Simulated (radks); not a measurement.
Spin polarisation of the 3d7 shell in neutral cobalt. Start: [Ar] 3d(up 3.5, down 3.5) 4s2; electrons of 3d are moved from spin down to spin up, other shells keep equal spins. Method: scalar-relativistic Kohn-Sham, PBEsol, spin-polarised, spherical densities, finite nucleus; Fermi nuclear charge, rms radius of each element as measured or else 0.836 A^(1/3) + 0.57 fm; computed with a radial shooting solver on a logarithmic mesh with Libxc functionals.

[
 {"moment (Bohr magnetons)": "0", "E - E(0) (eV)": "0.000", "e(3d up) (eV)": "-8.230", "e(3d down) (eV)": "-8.230", "4s down minus up (eV)": "0.000"},
 {"moment (Bohr magnetons)": "0.75", "E - E(0) (eV)": "-0.134", "e(3d up) (eV)": "-8.574", "e(3d down) (eV)": "-7.857", "4s down minus up (eV)": "0.136"},
 {"moment (Bohr magnetons)": "1.5", "E - E(0) (eV)": "-0.537", "e(3d up) (eV)": "-8.889", "e(3d down) (eV)": "-7.456", "4s down minus up (eV)": "0.272"},
 {"moment (Bohr magnetons)": "2.25", "E - E(0) (eV)": "-1.209", "e(3d up) (eV)": "-9.175", "e(3d down) (eV)": "-7.026", "4s down minus up (eV)": "0.410"},
 {"moment (Bohr magnetons)": "3", "E - E(0) (eV)": "-2.149", "e(3d up) (eV)": "-9.431", "e(3d down) (eV)": "-6.567", "4s down minus up (eV)": "0.551"}
]

At moment 3 the spin-polarisation energy is -2.149 eV and the 3d exchange splitting 2.864 eV, that is 0.955 eV per Bohr magneton; E = -I m^2/4 would give I = 0.955 eV.
